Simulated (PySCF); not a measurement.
Molecule: SMILES O=C(F)c1cccs1, C5H3FOS.

Numbering as in the mapped SMILES `[O:1]=[C:2]([F:3])[c:4]1[cH:5][cH:6][cH:7][s:8]1` (H(Xn): hydrogen on atom n).

Geometry PBE0-D3(BJ)/def2-SVP throughout; GIAO in PySCF, gas phase, one conformer, non-relativistic; equivalent atoms averaged; functional PBE0.

Task: How do the shifts δ (against H2O, TMS, CS2 at the same level) depend on the basis set? (a selection of nuclei; ppm; last column core-seconds on 1 thread of an AMD EPYC 7R13, shared host)

Result: 
```
    basis set  functions     O1     C7     C4     C2     C6     S8  H(C7)  H(C5)  H(C6)  core-s
       STO-3G         47  392.0  123.8  120.5  109.8  106.9  101.1   6.94   6.93   6.45     5.3
        6-31G         82  398.7  139.8  134.7  148.9  123.1  196.2   7.67   7.96   7.25      10
       6-31G*        122  363.2  133.3  128.6  144.0  120.6  225.1   7.37   7.61   6.98      14
     pcSseg-1        158  420.4  145.5  137.0  157.6  132.6  247.3   7.62   7.83   7.20      16
6-311+G(2d,p)        242  397.7  143.5  136.8  156.2  130.1  272.5   7.87   7.95   7.22      36
```

Task: Which nucleus among those listed moves most, in ppm?

Result: S8 (aromatic ring sulfur): from 101.1 ppm with STO-3G to 272.5 ppm with 6-311+G(2d,p). The smallest spread is 0.80 ppm, at H(C6). Proton shifts span only some 12 ppm, so a few tenths of a ppm matter as much there as several ppm in carbon.

Task: Taking the largest basis, 6-311+G(2d,p) (242 functions), as the yardstick, rank the others by their worst heavy-atom deviation.

Result: pcSseg-1 25.2 ppm (158 functions), 6-31G* 47.4 ppm (122 functions), 6-31G 76.3 ppm (82 functions), STO-3G 171.4 ppm (47 functions).

A small basis that lands close on one nucleus may do so by chance; judge by the trend and by all nuclei.
